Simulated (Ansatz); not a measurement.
One change: `FC1=C(Cl)[SiH2]1` becomes `CC1=C(F)[SiH2]1`.

Ansatz, PBE0-D4/def2-TZVP geometries, multiplicity 1. 

```tsv
property	`FC1=C(Cl)[SiH2]1`
HOMO energy (PBE/def2-TZVPP) / eV	-6.56
HOMO energy (PBE0/def2-TZVPP) / eV	-7.75
HOMO–LUMO gap (PBE/def2-TZVPP) / eV	4.92
HOMO–LUMO gap (PBE0/def2-TZVPP) / eV	6.96
HOMO–LUMO gap (B3LYP/def2-TZVPP) / eV	6.49
HOMO energy (B3LYP/def2-TZVPP) / eV	-7.51
```

Q: What does the change do to each property? (Estimate.)

A: Ansatz gave: 
```json
{"property": "HOMO energy (PBE/def2-TZVPP) / eV", "`CC1=C(F)[SiH2]1`": "-6.45", "shift": "0.11"}
{"property": "HOMO energy (PBE0/def2-TZVPP) / eV", "`CC1=C(F)[SiH2]1`": "-7.62", "shift": "0.13"}
{"property": "HOMO–LUMO gap (PBE/def2-TZVPP) / eV", "`CC1=C(F)[SiH2]1`": "5.39", "shift": "0.47"}
{"property": "HOMO–LUMO gap (PBE0/def2-TZVPP) / eV", "`CC1=C(F)[SiH2]1`": "7.40", "shift": "0.44"}
{"property": "HOMO–LUMO gap (B3LYP/def2-TZVPP) / eV", "`CC1=C(F)[SiH2]1`": "6.95", "shift": "0.46"}
{"property": "HOMO energy (B3LYP/def2-TZVPP) / eV", "`CC1=C(F)[SiH2]1`": "-7.39", "shift": "0.12"}
```

With PBE0 the HOMO rises by 0.13 eV and the LUMO rises by 0.58 eV, so the gap widens by about 0.45 eV. PBE moves the HOMO by 0.11 eV and ωB97M-V by 0.08 eV.

B3LYP here is the variant with VWN-RPA as its local correlation; programs differ in this.
